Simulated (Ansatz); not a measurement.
Reaction (ligand exchange at the Si–O bond): `[SiH3][O][Sn][Cl]` + `[OH][Ga]([OH])[Br]` → `[OH][Ga]([Br])[O][SiH3]` + `[OH][Sn][Cl]`

Computed with Ansatz on PBE0-D4/def2-TZVP structures; ΔE is electronic, products minus reactants. CCSD(T)/CBS is the MP2 limit (def2-TZVPP, def2-QZVPP) plus CCSD(T) − MP2 in def2-TZVPP, frozen cores. Functionals use def2-TZVPP. B3LYP here is the variant with VWN-RPA as its local correlation; programs differ in this. HSE06 is defined as in plane-wave codes. def2 core potentials past Kr. For Br, Ga, Sn outer-core shells are correlated without core-valence functions, which leaves a few kJ/mol of doubt a bond. Scalar relativity is left out up to krypton. Each species was taken in one conformer, which may not be the lowest.

Question: Is it downhill or uphill in electronic energy at CCSD(T)/CBS, and by how much? (Estimate.)

Answer: Ansatz gave: Uphill: ΔE = +0.14 eV.

Question: What do these levels give: LDA (SPW92), revPBE-D4, r2SCAN-D4, B3LYP-D4, HSE06-D4, BHLYP-D4, PBE, revPBE, r2SCANh, LC-ωPBE, CCSD/def2-TZVPP, CCSD/CBS(def2)? (An estimate is asked.)

Answer: Ansatz gave: LDA (SPW92) 0.14, revPBE-D4 0.15, r2SCAN-D4 0.13, B3LYP-D4 0.15, HSE06-D4 0.14, BHLYP-D4 0.15, PBE 0.13, revPBE 0.13, r2SCANh 0.13, LC-ωPBE 0.13, CCSD/def2-TZVPP 0.13, CCSD/CBS(def2) 0.14 eV.

Largest T1 diagnostic among the species: 0.017.

Leaving LDA and LC-ωPBE aside and taking each functional with its dispersion term where it has one, the values, not all of them listed here, spread over 0.02 eV, from r2SCAN-D4 to BLYP-D4. At CCSD(T), def2-SVP lies +0.06 eV from the extrapolated value and def2-TZVPP −0.01 eV.
